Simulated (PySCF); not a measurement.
Br2Cu, SMILES [Br][Cu-][Br], charge -1, multiplicity 1.

Geometry: PBE0-D3(BJ)/def2-SVPD. The multiplicity is an assumed one; other spin states were not compared.

Two levels are set side by side: PBE/def2-TZVPD (PySCF) and ωB97X/def2-TZVPD (PySCF). Same geometry, gas phase. Differences are taken from unrounded values.

```
quantity                     ωB97X
---------------------------  -----
orbital gap (eV)              9.26
highest occupied level (eV)  -4.87
lowest empty level (eV)       4.38
mean polarisability (bohr³)   82.1
```

What does PBE give, and how far is it from ωB97X? (An estimate is asked for; the answer gives what the named calculation found.)


```
quantity                       PBE  PBE minus ωB97X
---------------------------  -----  ---------------
orbital gap (eV)              3.50            -5.76
highest occupied level (eV)  -0.89             3.98
lowest empty level (eV)       2.61            -1.77
mean polarisability (bohr³)   92.5             10.4
```

PBE's occupied levels lie high since its potential decays too fast outside the molecule; exact exchange lowers them and widens the gap. PBE's more diffuse valence density responds more strongly to a field. Differences between two approximate levels are no errors against the true value.

Rough cost on one machine, each run with all the roots and properties that it gave: ωB97X against PBE within a factor of 2.
